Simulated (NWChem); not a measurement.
# C₅H₅FSi; SMILES C#C[Si](C)(F)C#C

Program: NWChem. Medium grid unless said otherwise, to which SCAN and Minnesota functionals are sensitive. Structure relaxed at the B3LYP/6-31G* (spherical d) level. Hybrids' shares of exact exchange are those that their runs print; pure functionals count as 0. The functionals differ in more than this share.

```
row                                   share of exact exchange  highest occupied level (eV)
------------------------------------  -----------------------  ---------------------------
PBE/def2-SVP                                             0.00                        -6.99
LDA (Slater exchange, VWN5)/def2-SVP                     0.00                        -7.16
B3LYP/def2-SVP                                           0.20                     withheld
PW6B95/def2-SVP                                          0.28                        -8.32
M06-2X/def2-SVP                                          0.54                        -9.51
```

Fit a straight line of the last column on the one before it, predict the withheld value, and compare with the run.


1. Means of the 4 shown rows: x = 0.205, y = -7.995. Slope Σ(x − x̄)(y − ȳ)/Σ(x − x̄)² = -0.9091/0.2019 = -4.503; intercept -7.072.
2. The shown rows scatter about the line by 0.061 (root mean square); the largest residual is -0.09, at LDA (Slater exchange, VWN5)/def2-SVP.
3. At x = 0.20 (B3LYP/def2-SVP; inside the shown range) the line gives -7.97.
4. The run gives -7.95, +0.02 from the line, 0.3 times the scatter.
